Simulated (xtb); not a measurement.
CHCl2 (SMILES Cl[CH-]Cl), charge -1, singlet, geometry from GFN2-xTB, atoms displaced at random by about 0.1 Å a coordinate; xtb with GFN2-xTB.

Input for xtb:
```
$ xtb mol.xyz --gfn 2 --chrg -1 --opt --input xcontrol --json

# file mol.xyz
4

C      0.13812105     0.00470566     0.92195982
Cl    -0.16243442     1.36870261    -0.16780793
Cl     0.03464874    -1.32633772    -0.09014367
H      0.87484162    -0.00514390     1.55029113

# file xcontrol
$opt
  engine=inertial
$end
```

Task: Predict the main parts of the log of this xtb run.

Result: 
```
   ID    Z sym.   atoms
    1    6 C      1
    2   17 Cl     2, 3
    3    1 H      4

           -------------------------------------------------
          |                Calculation Setup                |
           -------------------------------------------------

           -------------------------------------------------
          |                 G F N 2 - x T B                 |
           -------------------------------------------------

          ...................................................
          :                      SETUP                      :
          :.................................................:
          :  # basis functions                  25          :
          :  # atomic orbitals                  23          :
          :  # shells                            9          :
          :  # electrons                        20          :
          :  max. iterations                   250          :
          :  Hamiltonian                  GFN2-xTB          :
          :  restarted?                      false          :
          :  GBSA solvation                  false          :
          :  PC potential                    false          :
          :  electronic temp.          300.0000000     K    :
          :  accuracy                    1.0000000          :
          :  -> integral cutoff          0.2500000E+02      :
          :  -> integral neglect         0.1000000E-07      :
          :  -> SCF convergence          0.1000000E-05 Eh   :
          :  -> wf. convergence          0.1000000E-03 e    :
          :  Broyden damping             0.4000000          :
          :  net charge                         -1          :
          :  unpaired electrons                  0          :
          ...................................................

 iter      E             dE          RMSdq      gap      omega  full diag
   1    -11.9002972 -0.119003E+02  0.786E+00    3.54       0.0  T
   2    -11.9300807 -0.297835E-01  0.411E+00    4.32       1.0  T
   3    -11.9308869 -0.806221E-03  0.163E+00    4.30       1.0  T
   4    -11.9313775 -0.490608E-03  0.539E-01    4.29       1.0  T
   5    -11.9317428 -0.365280E-03  0.128E-01    4.25       1.0  T
   6    -11.9317600 -0.171984E-04  0.780E-02    4.25       1.0  T
   7    -11.9317687 -0.871238E-05  0.494E-02    4.25       1.0  T
   8    -11.9317762 -0.755889E-05  0.214E-02    4.26       2.3  T
   9    -11.9317776 -0.137439E-05  0.115E-02    4.26       4.4  T
  10    -11.9317778 -0.212145E-06  0.816E-03    4.26       6.1  T
  11    -11.9317779 -0.129697E-06  0.152E-03    4.26      32.9  T
  12    -11.9317779 -0.144911E-08  0.903E-04    4.26      55.4  T
  13    -11.9317780 -0.125021E-08  0.380E-04    4.26     131.5  T

   *** convergence criteria satisfied after 13 iterations ***

         :::::::::::::::::::::::::::::::::::::::::::::::::::::
         ::                     SUMMARY                     ::
         :::::::::::::::::::::::::::::::::::::::::::::::::::::
         :: total energy             -11.877347081879 Eh    ::
         :: gradient norm              0.180763475565 Eh/a0 ::
         :: HOMO-LUMO gap              4.261929057977 eV    ::
         ::.................................................::
         :: SCC energy               -11.931777890165 Eh    ::
         :: -> isotropic ES            0.130537936956 Eh    ::
         :: -> anisotropic ES         -0.012865580617 Eh    ::
         :: -> anisotropic XC         -0.009744386429 Eh    ::
         :: -> dispersion             -0.002569155270 Eh    ::
         :: repulsion energy           0.054430808286 Eh    ::
         :: add. restraining           0.000000000000 Eh    ::
         :: total charge              -1.000000000000 e     ::
         :::::::::::::::::::::::::::::::::::::::::::::::::::::

      -----------------------------------------------------------
     |              Fast Inertial Relaxation Engine              |
[...]
 * total energy  :   -11.9178233 Eh     change    :  -0.2040873E-05 Eh
 * total energy  :   -11.9178231 Eh     change    :   0.2641160E-06 Eh
 * total energy  :   -11.9178232 Eh     change    :  -0.1136767E-06 Eh
 * total energy  :   -11.9178234 Eh     change    :  -0.2226410E-06 Eh
 * total energy  :   -11.9178237 Eh     change    :  -0.3225451E-06 Eh
 * total energy  :   -11.9178241 Eh     change    :  -0.4094778E-06 Eh
 * total energy  :   -11.9178246 Eh     change    :  -0.4802665E-06 Eh
 * total energy  :   -11.9178251 Eh     change    :  -0.5326652E-06 Eh
 * total energy  :   -11.9178258 Eh     change    :  -0.6269007E-06 Eh
 * total energy  :   -11.9178265 Eh     change    :  -0.7078048E-06 Eh
 * total energy  :   -11.9178272 Eh     change    :  -0.7604789E-06 Eh
 * total energy  :   -11.9178280 Eh     change    :  -0.7721772E-06 Eh
   *** GEOMETRY OPTIMIZATION CONVERGED AFTER 61 CYCLES ***
         :: total energy             -11.917828009143 Eh    ::
[...]

    * Orbital Energies and Occupations

         #    Occupation            Energy/Eh            Energy/eV
      -------------------------------------------------------------
         1        2.0000           -0.8643713             -23.5207
         2        2.0000           -0.8622033             -23.4617
         3        2.0000           -0.3677401             -10.0067
         4        2.0000           -0.2819043              -7.6710
         5        2.0000           -0.2798433              -7.6149
         6        2.0000           -0.2488303              -6.7710
         7        2.0000           -0.2292707              -6.2388
         8        2.0000           -0.2193373              -5.9685
         9        2.0000           -0.2187369              -5.9521
        10        2.0000           -0.1461651              -3.9774 (HOMO)
        11                          0.0346620               0.9432 (LUMO)
        12                          0.0617769               1.6810
        13                          0.2265049               6.1635
        14                          0.2303722               6.2687
        15                          0.2306731               6.2769
        16                          0.2308865               6.2827
        17                          0.2325040               6.3268
        18                          0.2331508               6.3444
        19                          0.2345674               6.3829
        20                          0.2391950               6.5088
        21                          0.3163668               8.6088
       ...                                ...                  ...
        23                          0.3782656              10.2931
      -------------------------------------------------------------
                  HL-Gap            0.1808271 Eh            4.9206 eV
             Fermi-level           -0.0557516 Eh           -1.5171 eV

     #   Z          covCN         q      C6AA      α(0)
     1   6 C        2.683    -0.105    30.612     9.054
     2  17 Cl       1.004    -0.416   112.769    16.246
     3  17 Cl       1.004    -0.417   112.810    16.249
     4   1 H        0.920    -0.062     4.402     3.281

 Mol. C6AA /au·bohr⁶  :        833.227626
 Mol. C8AA /au·bohr⁸  :      30352.926944
 Mol. α(0) /au        :         44.831179

Wiberg/Mayer (AO) data.
largest (>0.10) Wiberg bond orders for each atom

 ---------------------------------------------------------------------------
     #   Z sym  total        # sym  WBO       # sym  WBO       # sym  WBO
 ---------------------------------------------------------------------------
     1   6 C    2.711 --     4 H    0.990     2 Cl   0.861     3 Cl   0.860
     2  17 Cl   0.890 --     1 C    0.861
     3  17 Cl   0.888 --     1 C    0.860
     4   1 H    0.996 --     1 C    0.990
 ---------------------------------------------------------------------------

Topologies differ in total number of bonds
Writing topology from bond orders to xtbtopo.mol

molecular dipole:
                 x           y           z       tot (Debye)
 q only:       -0.110       0.005      -0.190
   full:        0.330       0.028      -0.299       1.135
molecular quadrupole (traceless):
                xx          xy          yy          xz          yz          zz
 q only:        3.389       0.522      -5.806      -0.406       0.017       2.417
  q+dip:        5.959       0.806      -8.181       1.363       0.134       2.223
   full:        4.862       0.695      -7.309       1.445       0.136       2.447

optimized geometry written to: xtbopt.xyz

           -------------------------------------------------
          | TOTAL ENERGY              -11.917828009143 Eh   |
          | GRADIENT NORM               0.000957551528 Eh/α |
          | HOMO-LUMO GAP               4.920556974203 eV   |
           -------------------------------------------------

normal termination of xtb
```
